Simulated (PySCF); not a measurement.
One of the candidates below gave these computed data.

All candidates are C7H9F.

* UV, first state: lowest singlet excitation: 5.32 eV (233 nm, f = 0.307) [TDDFT wB97X-D/def2-SVPD]
* Rotational structure: rotational constants A, B, C: 2.679, 1.817, 1.158 GHz [GFN2-xTB]
* Triplet: lowest triplet excitation (Tamm–Dancoff): 3.07 eV [TDA wB97X-D/def2-SVPD]
* Polarisability: 84.3 au [wB97X-D/def2-SVPD]
* Dipole: 1.29 D [wB97X-D/def2-SVPD]

Gas-phase values; electronic properties from PySCF, density fitting. Levels stand in brackets. Geometry: GFN2-xTB; no solvent, vibrations or thermal averaging.

**Question.** Which candidate is it?
A. `C=C1C[C@H](C)/C1=C\F`
B. `CC1=C(F)C[C@@H]2C[C@H]12`
C. `CC1=CC=C[C@]1(C)F`

**Answer.** A. It is `C=C1C[C@H](C)/C1=C\F`. Numbering: `[CH2:1]=[C:2]1[CH2:3][C@H:4]([CH3:5])/[C:6]1=[CH:7]\[F:8]`. Its formula, C7H9F, gives 3 degrees of unsaturation: 1 ring and 2 π bonds in the structure found. The optimised geometry has point group C1 and is an asymmetric top.

The others, at the same levels:
- `CC1=C(F)C[C@@H]2C[C@H]12` fails: its computed lowest singlet excitation is 6.54 eV (190 nm, f = 0.005) (against 5.32 eV), lowest triplet excitation (Tamm–Dancoff) is 4.31 eV (against 3.07 eV) and static isotropic polarisability is 76.0 au (against 84.3 au).
- `CC1=CC=C[C@]1(C)F` fails: its computed lowest singlet excitation is 4.44 eV (280 nm, f = 0.067) (against 5.32 eV), lowest triplet excitation (Tamm–Dancoff) is 2.72 eV (against 3.07 eV) and static isotropic polarisability is 79.0 au (against 84.3 au).
